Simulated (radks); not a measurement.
Results of a calculation; reference values are marked as such.
Task: The tungsten ion W2+, 72 electrons, occupied as [Xe] 4f14 5d4 (the NIST ground configuration). Level of theory: Dirac Kohn-Sham, LDA (Slater exchange, Perdew-Wang correlation), spin-unpolarised, spherical densities, point nucleus; open shells are shared between the two j in proportion to 2j + 1; speed of light set to 685.18 atomic units (5 times the physical value, a model run) (a radial shooting solver on a logarithmic mesh with Libxc functionals).

Spin-orbit splittings of the eigenvalues, e(l+1/2) - e(l-1/2), with zeta = 2 splitting/(2l+1) and mean radii in bohr:

| shell | occ. | splitting (eV) | zeta (eV) | <r> j=l-1/2 | <r> j=l+1/2 |
|---|---|---|---|---|---|
| 2p | 6 | 44.76 | 29.84 | 0.07282 | 0.07311 |
| 3p | 6 | 9.545 | 6.363 | 0.2091 | 0.2097 |
| 3d | 10 | 2.507 | 1.003 | 0.1838 | 0.1840 |
| 4p | 6 | 2.175 | 1.450 | 0.4957 | 0.4970 |
| 4d | 10 | ? | ? | 0.5135 | 0.5140 |
| 4f | 14 | 0.09629 | 0.02751 | 0.5893 | 0.5896 |
| 5p | 6 | 0.3145 | 0.2096 | 1.289 | 1.292 |
| 5d | 4 | 0.03484 | 0.01394 | 1.839 | 1.841 |

Estimate the 4d splitting.

Result: 0.4892 eV (zeta = 0.1957 eV).
